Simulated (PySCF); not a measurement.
Atoms are numbered as in `[CH3:1][C:2]1=[C:3]([CH3:4])[C:5]([CH3:6])=[C:7]([CH3:8])[CH2:9]1`. Each H is labelled by its parent atom.

GIAO shifts from PySCF on PBE0-D3(BJ)/def2-SVP geometries (one conformer, non-relativistic, equivalent nuclei averaged), against TMS at the same level and in the same medium; PCM means IEF-PCM chloroform.

Measured (solution, not stated in the table (CDCl3 in this author's series); The use of chemical shift calculations in the conformational analysis of substituted benzenes, New J. Chem. 2019 (ESI)): H(C9) 2.69, H(C1)/H(C8) 1.88, H(C4)/H(C6) 1.77 ppm.

**Question.** Which unscaled values do PBE0/pcSseg-1, gas; PBE0/pcSseg-1, PCM; WP04/pcSseg-1, PCM; wB97X-D/pcSseg-1, PCM give, and how close are they?

**Answer.** 
```csv
atoms,measured,"PBE0/pcSseg-1, gas","PBE0/pcSseg-1, PCM","WP04/pcSseg-1, PCM","wB97X-D/pcSseg-1, PCM"
H(C9),2.69,2.52,2.64,2.48,2.58
H(C1)/H(C8),1.88,1.98,2.02,1.94,1.97
H(C4)/H(C6),1.77,1.85,1.90,1.84,1.87
```

Mean absolute error for $^{1}$H: PBE0/pcSseg-1, gas 0.12, PBE0/pcSseg-1, PCM 0.11, WP04/pcSseg-1, PCM 0.11, wB97X-D/pcSseg-1, PCM 0.10 ppm.
